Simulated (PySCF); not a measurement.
**ZrOCl₂ + H₂O → ZrO₂ + 2 HCl**

Level: PBE0 in the def2-TZVP basis family, computed in PySCF with density fitting; scalar-relativistic core potentials for atoms from Rb on, none lighter, no spin–orbit coupling; open shells unrestricted.

```
species                                                                  state and structure       E (Eh)  ZPE (kJ/mol)  H(298 K) − H(0) (kJ/mol)  S° (J/(mol K))
 ZrOCl₂  singlet, Cs, Zr–Cl 2.374 Å (×2), Zr–O 1.723 Å; Cl–Zr–Cl 123.1°, Cl–Zr–O 112.8° (×2)  -1042.54551          12.9                      17.1           340.0
    H₂O                                         singlet, C2v, O–H 0.960 Å (×2); H–O–H 105.1°    -76.37736          56.5                       9.9           188.7
   ZrO₂                                       singlet, C2v, Zr–O 1.762 Å (×2); O–Zr–O 108.0°   -197.43867          12.9                      11.2           267.7
    HCl                                                           singlet, C∞v, H–Cl 1.279 Å   -460.66440          17.9                       8.7           186.6
```

(1) What is the electronic reaction energy?

(2) Add zero-point, thermal and entropy terms for 298.15 K and 1 bar.

## Answers

(1) At PBE0/def2-TZVP, ΔE = 408.0 kJ/mol from the differences of the total energies times 2625.5, uphill. 

(2) ΔZPE = -20.7 and Δ[H(298) − H(0)] = 1.6 kJ/mol give ΔH° = 388.9 kJ/mol. ΔS° = 112.2 J/(mol K), so ΔG° = 388.9 − 298.15 × (0.1122) = 355 kJ/mol.

Each species is the lowest minimum found with this bonding; other isomers or fragments can lie lower.
